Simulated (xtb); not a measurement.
A run for xtb: GFN-FF on H2O (SMILES O).

```
$ xtb mol.xyz --gfnff --sp --chrg 0 --uhf 0
3

O     -0.00000000     0.00000000     0.38961139
H      0.00000000     0.76498632    -0.19485569
H      0.00000000    -0.76498632    -0.19485569
```

It printed:

```
[...]
           -------------------------------------------------
          |                Calculation Setup                |
           -------------------------------------------------



          ==================== Thresholds ====================
          CN  :   150.00000
          rep :   500.00000
          disp:  2500.00000
          HB1 :   250.00000
          HB2 :   450.00000

          Pauling EN used:
          Z : 1  EN :  2.20
          Z : 8  EN :  3.44
          electric field strengths (au): 0.000

           -------------------------------------------------
          |           Force Field Initialization            |
           -------------------------------------------------

          distances ...
          ----------------------------------------
          generating topology and atomic info file ...
          pair mat ...
          computing topology distances matrix with Floyd-Warshall algo ...
          making topology EEQ charges ...
          #fragments for EEQ constrain: 1
          ----------------------------------------
          generating topology and atomic info file ...
          pair mat ...
          computing topology distances matrix with Floyd-Warshall algo ...
          making topology EEQ charges ...
          #fragments for EEQ constrain: 1
          rings ...
          # BATM   0
          # H in HB   2

  atom   neighbors  erfCN metchar sp-hybrid imet pi  qest     coordinates
    1  O       2    1.92   0.00         3    0    0  -0.571   -0.000000    0.000000    0.736259
    2  H       1    0.97   0.00         0    0    0   0.285    0.000000    1.445615   -0.368224
    3  H       1    0.97   0.00         0    0    0   0.285    0.000000   -1.445615   -0.368224

          #atoms :   3
          #bonds :   2
          #angl  :   1
          #tors  :   0
          #nmol  :   1
          #optfrag :   1
           -------------------------------------------------
          |                   G F N - F F                   |
          |          A general generic force-field          |
          |                  Version 1.0.3                  |
           -------------------------------------------------
          Number of HB bonds (bound hydrogen)     0
          Number of HB bonds (unbound hydrogen)   0
          Number of XB bonds                      0

 E+G (total)                   0 d,  0 h,  0 min,  0.000 sec
 distance/D3 list               ...        0 min,  0.000 sec (  1.163%)
 non bonded repulsion           ...        0 min,  0.000 sec ( 24.923%)
 dCN                            ...        0 min,  0.000 sec (  9.763%)
 EEQ energy and q               ...        0 min,  0.000 sec (  8.723%)
 D3                             ...        0 min,  0.000 sec ( 14.589%)
 EEQ gradient                   ...        0 min,  0.000 sec (  4.611%)
 bonds                          ...        0 min,  0.000 sec (  7.906%)
 bend and torsion               ...        0 min,  0.000 sec (  7.060%)
 bonded ATM                     ...        0 min,  0.000 sec (  0.531%)
 HB/XB (incl list setup)        ...        0 min,  0.000 sec ( 12.090%)

         :::::::::::::::::::::::::::::::::::::::::::::::::::::
         ::                     SUMMARY                     ::
         :::::::::::::::::::::::::::::::::::::::::::::::::::::
         :: total energy              -0.327521165200 Eh    ::
         :: gradient norm              0.012932242843 Eh/a0 ::
         ::.................................................::
         :: bond energy               -0.269381208537 Eh    ::
         :: angle energy               0.000616116060 Eh    ::
         :: torsion energy             0.000000000000 Eh    ::
Note: The following floating-point exceptions are signalling: IEEE_UNDERFLOW_FLAG IEEE_DENORMAL
normal termination of xtb
         :: repulsion energy           0.029872391300 Eh    ::
         :: electrostat energy        -0.088489132735 Eh    ::
         :: dispersion energy         -0.000139331288 Eh    ::
         :: HB energy                  0.000000000000 Eh    ::
         :: XB energy                  0.000000000000 Eh    ::
         :: bonded atm energy          0.000000000000 Eh    ::
         :: external energy            0.000000000000 Eh    ::
         :: add. restraining           0.000000000000 Eh    ::
         :: total charge               0.000000000000 e     ::
         :::::::::::::::::::::::::::::::::::::::::::::::::::::

           -------------------------------------------------
          |                Property Printout                |
           -------------------------------------------------

molecular dipole:
                 x           y           z       tot (Debye)
 q only:        0.000       0.000      -0.685       1.742

           -------------------------------------------------
          | TOTAL ENERGY               -0.327521165200 Eh   |
          | GRADIENT NORM               0.012932242843 Eh/α |
           -------------------------------------------------
########################################################################
[WARNING] Runtime exception occurred
-1- gfnff_setup: Could not read topology file.
########################################################################

------------------------------------------------------------------------
------------------------------------------------------------------------
 total:
 SCF:
```

The run finished.

Cost: roughly 0.020 core-seconds.
